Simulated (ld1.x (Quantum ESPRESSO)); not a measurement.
## lithium (Li): ultrasoft pseudisation with PBE, scalar-relativistic reference atom.

ld1.x (Quantum ESPRESSO) 7.5 input, shortened:

```
&input
   title='Li', zed=3., rel=1, dft='PBE', iswitch=3,
   config='[He] 2s1 2p0 3d-2'
 /
 &inputp
   pseudotype=3, tm=.true., lloc=-2, rcloc=3.45,
   nlcc=.false.,
   which_augfun='PSQ', rmatch_augfun_nc=.true.
 /
6
1S  1  0   2.00   0.00  1.00  1.35  0.0
2S  2  0   1.00   0.00  1.00  1.35  0.0
2P  2  1   0.00   0.00  3.90  4.55  0.0
2P  2  1   0.00   0.30  3.90  4.55  0.0
3D  3  2  -2.00   0.50  2.90  3.90  0.0
3D  3  2  -2.00   1.50  2.90  3.90  0.0
 &test
   configts(1)='1s2 2s1 2p0'
 /
```

Question: Estimate the cutoffs (Ry, on a coarse ladder) from which the occupation-weighted sum of valence levels, in a spherical-Bessel basis at the reference potential, stays within 10 and 1 mRy of its value at 400 Ry.

Answer: 40 Ry and 55 Ry.

Question: What does a ghost test show?

Answer: No extra level below or beside the all-electron valence levels (s, p, d, f tested).

Question: Is the overlap operator S = 1 + Σ q|β⟩⟨β| positive definite (Bessel basis up to 400 Ry)?

Answer: Yes: its lowest eigenvalue is 0.18 (s channel).

Question: Which valence shell sets the plane-wave cutoff?

Answer: 2s: its level needs 50 Ry to come within 1 mRy, against 30 Ry for 1s.

Its largest configuration-test error is -0.1 meV (1s2 2s0.5 2p0). 3 of 4 tests not solved or not reliable. Not counted: 1s2 2s0 2p0 (solver errors, printed error -71.2 eV); 1s2 2s0 2p1 (solver errors, printed error -73.3 eV); 1s1 2s1 2p0 (pseudo-atom not self-consistent, printed error -29.0 eV).
